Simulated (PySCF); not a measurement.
C3H11ClSi2, SMILES C([Si](C)(C)Cl)[SiH3].

Geometry optimised at PBE0-D3(BJ)/def2-SVP. The structure was generated by enumeration, and PubChem lists no compound with its InChIKey, so it may never have been made. Other conformers were not sampled.

All values below come from PBE0-D3(BJ)/def2-SVP run with PySCF.

Frequencies are harmonic and unscaled.

Estimate the vibrational spectrum. (An estimate is asked for; the answer gives what the named calculation found.)


```
mode  ν (cm⁻¹)  IR (km/mol)  moving atoms (share of kinetic energy)
----  --------  -----------  --------------------------------------
1           44          0.6        H 37 %, Si 26 %, C 19 %, Cl 18 %
2          101          0.3        Si 29 %, C 29 %, H 29 %, Cl 13 %
3          132          0.4                 H 73 %, Cl 15 %, Si 8 %
4          157          0.1                                  H 98 %
5          169          0.6                          H 80 %, C 11 %
6          175          0.9                 H 48 %, C 37 %, Cl 13 %
7          185          0.4                 C 46 %, H 35 %, Si 12 %
8          216          2.4        H 33 %, C 32 %, Si 18 %, Cl 17 %
9          229          3.6        H 36 %, C 33 %, Si 22 %, Cl 10 %
10         279          6.0                 Si 41 %, C 30 %, H 23 %
11         483         29.7        Cl 40 %, C 22 %, Si 21 %, H 17 %
12         495          0.7                          H 85 %, C 10 %
13         560          9.2                 H 48 %, Si 33 %, C 14 %
14         672         15.3                 H 45 %, C 38 %, Si 16 %
15         686          5.5                 H 55 %, C 34 %, Si 11 %
16         695         10.4                          H 60 %, C 32 %
17         712         16.7                 H 60 %, C 29 %, Si 11 %
18         762          0.7                 H 59 %, C 30 %, Si 11 %
19         768         56.1                 H 43 %, C 37 %, Si 20 %
20         820        116.1                 H 43 %, Si 29 %, C 28 %
21         840        160.6                 H 60 %, C 23 %, Si 17 %
22         857        172.1                 H 63 %, C 21 %, Si 16 %
23         934        148.5                          H 89 %, Si 9 %
24         943         84.5                                  H 96 %
25         953         41.8                                  H 97 %
26        1010          0.9                                  H 94 %
27        1077        112.1                          H 55 %, C 41 %
28        1263         46.9                          H 76 %, C 23 %
29        1268         25.1                          H 78 %, C 22 %
30        1370          8.3                                  H 92 %
31        1419          1.6                                  H 96 %
32        1423          2.5                                  H 96 %
33        1427          3.8                                  H 96 %
34        1435          8.6                                  H 96 %
35        2221        140.4                                  H 97 %
36        2226         86.2                                  H 97 %
37        2252         80.2                                  H 97 %
38        3056          0.9                                  H 97 %
39        3057          1.5                                  H 97 %
40        3062          1.0                                  H 95 %
41        3130          0.2                           H 91 %, C 9 %
42        3160          0.2                           H 91 %, C 9 %
43        3161          4.5                           H 91 %, C 9 %
44        3172          1.5                           H 91 %, C 9 %
45        3173          1.2                           H 91 %, C 9 %
```
